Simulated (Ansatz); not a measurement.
Ge(vinyl)H3 (C2H6Ge). Charge 0, multiplicity 3. Geometry PBE0-D4/def2-TZVP, that of the neutral singlet; atoms count from 1.

```xyz
9

Ge   -1.104   -0.630    0.370
C     0.744   -0.088    0.151
C     1.113    0.937   -0.606
H     1.510   -0.657    0.674
H     0.392    1.538   -1.154
H     2.155    1.226   -0.713
H    -1.989    0.311   -0.463
H    -1.521   -0.557    1.850
H    -1.301   -2.080   -0.108
```

At PBE0-D4/def2-TZVP a singlet of charge 0 lies 4.25 eV below the triplet at the same geometry.

Problem. Estimate the Mulliken populations from the PBE0/def2-TZVP orbitals of Ansatz.

Solution. 
| atom | charge (e) | spin (α − β) |
| --- | --- | --- |
| Ge1 | 0.08 | -0.05 |
| C2 | -0.21 | 1.00 |
| C3 | -0.28 | 1.12 |
| H4 | 0.14 | -0.05 |
| H5 | 0.14 | -0.06 |
| H6 | 0.14 | -0.05 |
| H7 | 0.00 | 0.00 |
| H8 | 0.00 | 0.04 |
| H9 | 0.00 | 0.04 |
Mulliken values depend strongly on the basis.

Problem. Where does the spin sit?

Solution. Summed by element: Ge -0.05, C 2.12, H -0.08, of 2 unpaired in all. Largest on single atoms: C3 1.12, C2 1.00, H5 -0.06.

Problem. And the Mayer bond orders between heavy atoms (over 0.3)?

Solution. Ge1–C2 1.00 (1.94 Å); C2–C3 0.93 (1.33 Å).
